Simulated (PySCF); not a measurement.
# BeF2: fields on a plane

Level of theory: PBE0/[Be def2-TZVP, F def2-TZVP], no relativity, density fitting, PySCF.

The singlet minimum has Be–F 1.378 Å (×2); F–Be–F 180.0°.

The plane holds Be1 at (0.00, 0.00), F2 at (1.38, 0.00), F3 at (-1.38, 0.00) Å. Columns run from x = -3.45 to 3.75 Å, rows from y = 2.25 (top) to -1.95 Å, in steps of 0.3 Å. Other isomers or separated fragments may lie lower.

Q: Give the electron density (e/Å³) (cut at 5 e/Å³). Every second row and column.

A: 
```
0.00 0.00 0.00 0.00 0.00 0.00 0.00 0.00 0.00 0.00 0.00 0.00 0.00
0.00 0.00 0.00 0.01 0.01 0.01 0.01 0.01 0.01 0.01 0.00 0.00 0.00
0.00 0.00 0.03 0.14 0.16 0.07 0.05 0.11 0.18 0.07 0.01 0.00 0.00
0.00 0.01 0.22 3.02 2.71 0.39 0.43 0.99 4.60 0.91 0.05 0.00 0.00
0.00 0.01 0.36 5.00 5.00 0.86 5.00 1.96 5.00 2.05 0.07 0.00 0.00
0.00 0.01 0.09 0.63 0.65 0.17 0.10 0.34 0.86 0.28 0.02 0.00 0.00
0.00 0.00 0.01 0.03 0.04 0.03 0.02 0.03 0.04 0.02 0.00 0.00 0.00
0.00 0.00 0.00 0.00 0.00 0.00 0.00 0.00 0.00 0.00 0.00 0.00 0.00
```

Q: Give the electrostatic potential (V) (cut at 20 V). Lower edges of the bins (V): '0' -1.01, '1' -0.89, '2' -0.69, '3' -0.38, '4' 0.12, '5' 0.90, '6' 2.14, '7' 4.11, '8' 7.23, '9' 12.17; top 20.0.

A: 
```
3333333444455444433333333
3333333444555544433333333
3322223345566554332222333
2222122345666654322122223
2211013456777765431011223
2210146777899877764101222
2100379998999989997300122
2100499999999999999400122
2100499999999999999400122
2100379998999989997300122
2210146777899877764101222
2211013456777765431011223
2222122345666654322122223
3322223345566554332222333
3333333444555544433333333
```
